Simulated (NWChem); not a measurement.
# CH$_{5}$Cl$_{2}$FSi$_{2}$; SMILES [SiH](Cl)(C[SiH2]F)Cl

```xyz
11

Si     0.2149    -2.2131     0.0094
F     -0.7413    -3.5260     0.1244
C     -0.8755    -0.6937     0.1391
Si    -0.1226     0.8787    -0.4982
Cl    -1.1524     2.5167     0.2116
Cl     1.8359     0.9884     0.1591
H      1.1978    -2.2678     1.1220
H      0.8902    -2.2690    -1.3169
H     -1.8032    -0.8766    -0.4325
H     -1.1661    -0.5491     1.1935
H     -0.1055     0.9543    -1.9791
```
Atoms are numbered in this order, from 1.

All runs: NWChem. The geometry was optimised at PBE0/def2-SVP.

### Question
Estimate the computed values for BLYP/def2-TZVP. Quantities: highest occupied level (eV); orbital gap (eV); dipole (D).

### Answer
```yaml
highest occupied level (eV): -7.51
orbital gap (eV): 6.53
dipole (D): 0.60
```
